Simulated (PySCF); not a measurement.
C₄H₅NO₂.
Atom-mapped SMILES: `[O:1]=[C:2]1[CH2:3][CH2:4][C:5](=[O:6])[NH:7]1` (hydrogens: H8, H9 on C3; H10, H11 on C4; H12 on N7)

All values: wB97X-D/pcSseg-2 (PySCF, non-relativistic), on one gas-phase PBE0-D3(BJ)/def2-TZVP geometry that isn't relaxed in the solvent. The solvent is an IEF-PCM continuum (Bondi radii, 1.10 Å for H, scaled by 1.2). The model holds no explicit solvent molecules, cavitation or dispersion.

Gas phase at wB97X-D/pcSseg-2: HOMO -9.67 eV, LUMO 1.16 eV, dipole 2.18 D.

Q: What does the continuum do to the energy, the frontier levels and the dipole at wB97X-D/pcSseg-2 in chloroform?

A: 
```csv
solvent,ε,E(solvent) − E(gas) (kcal/mol),polarisation term (kcal/mol),distortion of the solute (kcal/mol),HOMO (eV),LUMO (eV),dipole (D)
chloroform,4.711,-8.30,-9.32,1.02,-9.66,1.26,2.61
```

Polarisation term: ½ Σ q·V over the induced surface charges. Distortion: the rise of the solute's own energy as its density leaves the gas-phase optimum.

Q: Which radius a makes the point-dipole formula ΔE = −[(ε − 1)/(2ε + 1)]·μ²/a³ give the value in chloroform, with the gas-phase dipole?

A: μ = 0.858 au and |ΔE| = 0.01323 Eh give a = 1.43 Å; the farthest nucleus lies 2.51 Å from the centroid of the nuclei, so such a sphere wouldn't even hold the nuclei. The formula assumes a rigid point dipole at the centre of a sphere.

Note: wB97X-D ran without an empirical dispersion term, which enters the total energy and its gradient alone.
